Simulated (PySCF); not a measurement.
Compound: PPSbSb tetrahedron, Sb2P2.
Geometry (PBE0-D3(BJ)/def2-SVP, Å), atoms numbered from 1 in this order:
```
atom  x, y, z in Å
P1    -0.392   -0.561    1.257
P2    -0.117    1.389    0.208
Sb3    1.615   -0.400   -0.292
Sb4   -1.022   -0.519   -1.204
```

Computed, not measured: PySCF, TDDFT wB97X-D/def2-SVPD, vertical, gas phase, core orbitals frozen in the response, def2 core potentials past Kr. Spin–orbit coupling is left out.

| state | E (eV) | E (hartree) | f | main configurations (H = HOMO, L = LUMO) |
| --- | --- | --- | --- | --- |
| S1 | 3.72 | 0.1369 | 0.0010 | H-1→L (75%), H→L+1 (24%) |
| S2 | 3.83 | 0.1409 | 0.0001 | H-1→L+1 (65%), H→L (33%) |
| S3 | 4.05 | 0.1487 | 0.0000 | H→L+2 (93%) |
| S4 | 4.09 | 0.1504 | 0.0006 | H→L+1 (74%), H-1→L (24%) |
| S5 | 4.27 | 0.1569 | 0.0000 | H-1→L+3 (86%) |
| S6 | 4.41 | 0.1621 | 0.0000 | H-2→L (90%) |
| S7 | 4.43 | 0.1627 | 0.013 | H-1→L+2 (42%), H→L+3 (33%) |
| S8 | 4.43 | 0.1628 | 0.051 | H→L (29%), H-2→L+2 (26%), H-1→L+1 (20%) |
| S9 | 4.51 | 0.1657 | 0.0031 | H→L+3 (51%), H-2→L+1 (31%), H-1→L+2 (16%) |
| S10 | 4.75 | 0.1747 | 0.0008 | H→L+4 (84%) |

Triplets (Tamm–Dancoff): T1 3.12 eV, H→L (88%); T2 3.43 eV, H-1→L+2 (71%), H-2→L+1 (22%); T3 3.46 eV, H-1→L+1 (77%), H-2→L+2 (12%), H→L (8%); T4 3.50 eV, H-1→L (67%), H→L+1 (23%).

The lowest singlet lies at 3.72 eV (333 nm, ultraviolet) and is very weak; its leading configuration is HOMO-1→LUMO (75%). The most intense listed level is S8 at 4.43 eV (280 nm, f = 0.051), 0.71 eV above S1. S7/S8 lie within about 0.01 eV of each other. Löwdin shares by element: HOMO (one of a set within 0.03 eV) antimony 76%, phosphorus 24%; LUMO antimony 97%. Orbital energies (eV): HOMO-3 -9.59, HOMO-2 -8.79, HOMO-1 -8.26, HOMO -8.25, LUMO -0.11, LUMO+1 0.13, LUMO+2 0.33. The listed states span 1.03 eV, and the widest gap between neighbours is 0.25 eV (S9 to S10). The vertical ionisation energy (ΔSCF) is 8.45 eV, 3.70 eV above S10. Only the lowest 10 singlets were computed, as vertical energies without vibronic structure.
